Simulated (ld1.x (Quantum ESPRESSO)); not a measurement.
# Scattering properties, PAW potential for Pd (Z = 46)

Pd, PAW, made with ld1.x (Quantum ESPRESSO) 7.5 (LDA (PZ), scalar-relativistic). Core [Ar] 3d10, reference 4s2 4p6 4d8 5s0 5p0 (charge +2). Waves: 4s (bound): rcut 1.35, rcutus 1.70 bohr; 5s (bound, empty): rcut 1.35, rcutus 1.70 bohr; 4p (bound): rcut 1.40, rcutus 1.80 bohr; 5p (bound, empty): rcut 1.40, rcutus 1.80 bohr; 4d (bound): rcut 0.95, rcutus 1.15 bohr; 4d channel at 2.45 Ry: rcut 0.95, rcutus 1.15 bohr. Local part: all-electron potential smoothed inside 1.45 bohr (lloc = -1). Core correction: a·sin(br)/r model core inside 0.75 bohr. Augmentation charge: GAUSS, radius 0.95 bohr.

The phase is arctan(r·u′/u) with u = r·R(r), unwrapped; energies in Ry, scanned from -10 to 5 Ry. A pole is an energy at which the radial function vanishes at the test radius. The pseudo phase is shifted by a multiple of π to meet the all-electron one at the reference energy, and phase errors are pseudo minus all-electron; the curves can meet again beyond the range given. Levels narrower than the energy grid can be missing from the lists of poles.

Question: For each channel, where are the poles, and over which energies does the pseudopotential scatter like the atom?

Answer:

```json
{"channel": "s", "radius (bohr)": "1.95", "reference energy (Ry)": "-1.51", "poles, all-electron": "-7.95", "poles, pseudo": "-7.95", "unbroken range about the reference energy with phases within 0.05 rad": "the whole range", "phase error 1 Ry above the reference energy (rad)": "+0.001"}
{"channel": "p", "radius (bohr)": "1.95", "reference energy (Ry)": "-1.05", "poles, all-electron": "-5.26", "poles, pseudo": "-7.08, -5.27", "unbroken range about the reference energy with phases within 0.05 rad": "-5.8 to 0.6", "phase error 1 Ry above the reference energy (rad)": "-0.009"}
{"channel": "d", "radius (bohr)": "1.95", "reference energy (Ry)": "-2.03", "poles, all-electron": "-1.04", "poles, pseudo": "-1.04", "unbroken range about the reference energy with phases within 0.05 rad": "the whole range", "phase error 1 Ry above the reference energy (rad)": "+0.000"}
```

The ghost test of this file was not conclusive. Its overlap operator is not positive definite in a basis up to 400 Ry (lowest eigenvalue p -0.37), so the file is unfit for use: the generalised eigenproblem breaks down once the basis is large enough, and its test numbers describe a broken file.

Phases in the p channel:

| E (Ry) | all-electron | pseudo |
| --- | --- | --- |
| -10.00 | 1.371 | 4.527 |
| -9.76 | 1.367 | 4.524 |
| -9.52 | 1.362 | 4.521 |
| -9.28 | 1.357 | 4.518 |
| -9.04 | 1.351 | 4.515 |
| -8.80 | 1.345 | 4.512 |
| -8.56 | 1.338 | 4.509 |
| -8.32 | 1.330 | 4.508 |
| -8.08 | 1.321 | 4.508 |
| -7.84 | 1.310 | 4.513 |
| -7.60 | 1.296 | 4.530 |
| -7.36 | 1.280 | 4.595 |
| -7.12 | 1.258 | 2.040 |
| -6.88 | 1.227 | 0.921 |
| -6.64 | 1.180 | 1.028 |
| -6.40 | 1.096 | 0.979 |
| -6.16 | 0.897 | 0.779 |
| -5.92 | 0.132 | 0.007 |
| -5.68 | -1.136 | -1.139 |
| -5.44 | -1.474 | -1.476 |
| -5.20 | -1.593 | -1.599 |
| -4.96 | -1.654 | -1.662 |
| -4.72 | -1.694 | -1.702 |
| -4.48 | -1.722 | -1.730 |
| -4.24 | -1.745 | -1.753 |
| -4.00 | -1.765 | -1.772 |
| -3.76 | -1.783 | -1.790 |
| -3.52 | -1.800 | -1.806 |
| -3.28 | -1.817 | -1.823 |
| -3.04 | -1.835 | -1.839 |
| -2.80 | -1.853 | -1.856 |
| -2.56 | -1.872 | -1.875 |
| -2.32 | -1.892 | -1.895 |
| -2.08 | -1.915 | -1.917 |
| -1.84 | -1.940 | -1.942 |
| -1.60 | -1.969 | -1.970 |
| -1.36 | -2.003 | -2.003 |
| -1.12 | -2.042 | -2.042 |
| -0.88 | -2.089 | -2.089 |
| -0.64 | -2.147 | -2.147 |
| -0.40 | -2.218 | -2.221 |
| -0.16 | -2.309 | -2.315 |
| 0.08 | -2.426 | -2.439 |
| 0.32 | -2.578 | -2.605 |
| 0.56 | -2.775 | -2.821 |
| 0.80 | -3.016 | -3.088 |
| 1.04 | -3.284 | -3.379 |
| 1.28 | -3.546 | -3.650 |
| 1.52 | -3.771 | -3.871 |
| 1.76 | -3.949 | -4.041 |
| 2.00 | -4.087 | -4.169 |
| 2.24 | -4.192 | -4.265 |
| 2.48 | -4.274 | -4.340 |
| 2.72 | -4.340 | -4.399 |
| 2.96 | -4.392 | -4.447 |
| 3.20 | -4.435 | -4.486 |
| 3.44 | -4.471 | -4.519 |
| 3.68 | -4.502 | -4.547 |
| 3.92 | -4.529 | -4.572 |
| 4.16 | -4.552 | -4.593 |
| 4.40 | -4.572 | -4.611 |
| 4.64 | -4.590 | -4.628 |
| 4.88 | -4.606 | -4.643 |
